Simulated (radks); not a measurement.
Values are calculated unless marked as measured or tabulated.
All-electron atom: the platinum ion Pt31+ in [Kr] 4d10 4f1 (the NIST ground configuration).

Level of theory: scalar-relativistic Kohn-Sham, LDA (Slater exchange, Perdew-Wang correlation), spin-polarised, spherical densities, finite nucleus; open shells are filled with parallel spins first (spin-orbit coupling, left out, can overturn this in heavy ions); Fermi nuclear charge, rms radius 5.427 fm (a radial shooting solver on a logarithmic mesh with Libxc functionals).

Energy parts (Ry):
part                       energy
total                 -35830.2022
kinetic                40044.0062
electron-nucleus      -84922.9326
Hartree                 9643.3304
exchange-correlation    -594.6062

Orbitals (lengths in bohr, moments of r in powers of bohr; r(max) is where P^2 peaks; r(90%) holds 90 % of the orbital's charge):
orbital  occ.  eigenvalue (Ry)      <r^2>      <r>   r(max)  r(90%)
1s up       1        -5840.972  0.0004068  0.01716  0.01063  0.0313
1s down     1        -5840.973  0.0004068  0.01716  0.01063  0.0313
2s up       1        -1095.697   0.006214  0.07243  0.06129   0.112
2s down     1        -1095.692   0.006214  0.07243  0.06129   0.112
2p up       3        -961.3826   0.005209  0.06527  0.05061   0.106
2p down     3        -961.3784   0.005209  0.06527  0.05061   0.106
3s up       1        -321.8668    0.03981   0.1866   0.1726   0.273
3s down     1        -321.7680    0.03980   0.1866   0.1726   0.273
3p up       3        -282.6818    0.04068   0.1874   0.1716   0.280
3p down     3        -282.5825    0.04066   0.1874   0.1716   0.280
3d up       5        -240.2584    0.03361   0.1696   0.1397   0.262
3d down     5        -240.1809    0.03359   0.1696   0.1397   0.262
4s up       1        -127.9583     0.1733   0.3925   0.3786   0.558
4s down     1        -127.8190     0.1734   0.3926   0.3786   0.558
4p up       3        -114.1336     0.1896   0.4094   0.3938   0.587
4p down     3        -114.0011     0.1897   0.4095   0.3938   0.587
4d up       5        -97.85806     0.1969   0.4148   0.3923   0.607
4d down     5        -97.72697     0.1970   0.4150   0.3924   0.607
4f up       1        -80.86556     0.1782   0.3950   0.3345   0.594
4f down     0        -80.71683     0.1785   0.3953   0.3346   0.595
5s up       0        -67.08185     0.5652   0.7121   0.7174   0.989
5s down     0        -67.01597     0.5659   0.7125   0.7178   0.989
5p up       0        -61.33201     0.6260   0.7481   0.7559    1.04
5p down     0        -61.27169     0.6268   0.7486   0.7563    1.04

The highest occupied level is 4f up at -1100.2 eV. The electron density at the nucleus is 2.107e+06 e/bohr^3 (large components only). The density falls to 0.001 e/bohr^3 at r = 1.16 bohr. Spin moment in Bohr magnetons: 1.
